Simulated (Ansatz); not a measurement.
One change: `[OH][Ti]([OH])([OH])[SeH]` becomes `[NH2][Ti]([OH])([OH])[OH]`.

Ansatz, PBE0-D4/def2-TZVP geometries, multiplicity 1. Each molecule was computed in one conformer, which needn't be the lowest.

Scalar relativity is left out up to krypton.

```json
{"property": "LUMO energy (PBE0/def2-TZVPP) / eV", "`[OH][Ti]([OH])([OH])[SeH]`": "-1.87"}
{"property": "ideal-gas entropy at 298 K and 1 bar (rigid rotor, harmonic PBE0-D4/def2-TZVP) / J/(mol·K)", "`[OH][Ti]([OH])([OH])[SeH]`": "404"}
{"property": "LUMO energy (B3LYP/def2-TZVPP) / eV", "`[OH][Ti]([OH])([OH])[SeH]`": "-2.15"}
{"property": "HOMO energy (ωB97M-V/def2-TZVPP) / eV", "`[OH][Ti]([OH])([OH])[SeH]`": "-8.96"}
{"property": "HOMO–LUMO gap (PBE0/def2-TZVPP) / eV", "`[OH][Ti]([OH])([OH])[SeH]`": "4.99"}
{"property": "size of the dipole moment (B3LYP/def2-TZVPP) / D", "`[OH][Ti]([OH])([OH])[SeH]`": "2.93"}
```

Problem. Give the same properties after the change, and the shifts. (Best estimate.)

Solution. Ansatz gave: 
| property | `[NH2][Ti]([OH])([OH])[OH]` | shift |
| --- | --- | --- |
| LUMO energy (PBE0/def2-TZVPP) / eV | -1.05 | 0.82 |
| ideal-gas entropy at 298 K and 1 bar (rigid rotor, harmonic PBE0-D4/def2-TZVP) / J/(mol·K) | 375 | -29 |
| LUMO energy (B3LYP/def2-TZVPP) / eV | -1.37 | 0.78 |
| HOMO energy (ωB97M-V/def2-TZVPP) / eV | -9.80 | -0.84 |
| HOMO–LUMO gap (PBE0/def2-TZVPP) / eV | 6.37 | 1.38 |
| size of the dipole moment (B3LYP/def2-TZVPP) / D | 1.49 | -1.44 |

With PBE0 the HOMO falls by 0.56 eV and the LUMO rises by 0.82 eV, so the gap widens by about 1.38 eV. PBE moves the HOMO by -0.26 eV and ωB97M-V by -0.84 eV. The zero-point energy changes by 45.4 kJ/mol with +3 modes. Dipoles are sizes alone; their direction can turn.

B3LYP here is the variant with VWN-RPA as its local correlation; programs differ in this.

Spin–orbit coupling is left out; it splits and shifts lone-pair levels of the heavy atoms by tenths of an eV.
